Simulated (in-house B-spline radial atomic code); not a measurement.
Binding energies in Sn VII (Sn6+)

NIST's tabulated ground configuration is [Kr] 4d8; each binding energy is the energy of the ion with one electron taken from that subshell, relaxed, less that of the parent. All numbers are computed (Dirac-Hartree-Fock, average of configuration; Fermi nucleus of rms radius 4.6519 fm) with an all-electron radial atomic-structure program (B-spline basis), not measured. Energies include first-order Breit, QED and recoil terms.

```json
{"subshell": "1s", "X-ray name": "K", "binding energy (eV)": "29301", "-ε (eV)": "29458.4", "relaxation (eV)": "61.3"}
{"subshell": "2s", "X-ray name": "L1", "binding energy (eV)": "4573.2", "-ε (eV)": "4614.1", "relaxation (eV)": "31.0"}
{"subshell": "2p3/2", "X-ray name": "L3", "binding energy (eV)": "4031.5", "-ε (eV)": "4071.4", "relaxation (eV)": "33.2"}
{"subshell": "3s", "X-ray name": "M1", "binding energy (eV)": "987.6", "-ε (eV)": "1000.6", "relaxation (eV)": "11.3"}
{"subshell": "3p1/2", "X-ray name": "M2", "binding energy (eV)": "859.9", "-ε (eV)": "873.1", "relaxation (eV)": "11.8"}
{"subshell": "3p3/2", "X-ray name": "M3", "binding energy (eV)": "817.3", "-ε (eV)": "829.6", "relaxation (eV)": "11.3"}
{"subshell": "4s", "X-ray name": "N1", "binding energy (eV)": "240.5", "-ε (eV)": "243.2", "relaxation (eV)": "2.3"}
{"subshell": "4p1/2", "X-ray name": "N2", "binding energy (eV)": "195.4", "-ε (eV)": "197.7", "relaxation (eV)": "2.1"}
{"subshell": "4p3/2", "X-ray name": "N3", "binding energy (eV)": "187.4", "-ε (eV)": "189.5", "relaxation (eV)": "2.0"}
{"subshell": "4d", "X-ray name": "N4,5", "binding energy (eV)": "115.5", "-ε (eV)": "116.9", "relaxation (eV)": "1.5"}
```

Relaxation = -ε minus the binding energy without Breit, QED and recoil terms.

Emission lines follow as differences of binding energies, with λ = 12398.42 eV·Å / E:

```json
{"line": "K-L3", "holes": "1s → 2p3/2", "energy (eV)": "25269.5", "wavelength (Å)": "0.49065"}
{"line": "K-M3", "holes": "1s → 3p3/2", "energy (eV)": "28483.7", "wavelength (Å)": "0.43528"}
{"line": "L1-M3", "holes": "2s → 3p3/2", "energy (eV)": "3755.9", "wavelength (Å)": "3.3011"}
{"line": "L3-M1", "holes": "2p3/2 → 3s", "energy (eV)": "3043.9", "wavelength (Å)": "4.0732"}
```

What screening constant σ does Moseley's law, E = (3/4)·13.6057 eV·(Z - σ)², need for K-L3?

σ = 0.24.

Moseley's non-relativistic formula needs a falling, then negative, screening constant for heavy elements, because relativity binds the 1s electron more strongly than the formula allows.

What does it cost to remove both a 4p3/2 and a 4d electron?

324.37 eV, which is 21.47 eV more than the two single binding energies together.

What does it cost to remove both a 1s and a 4p1/2 electron?

29527 eV, which is 31.07 eV more than the two single binding energies together.

What does it cost to remove both a 4s and a 4p1/2 electron?

457.95 eV, which is 22.02 eV more than the two single binding energies together.
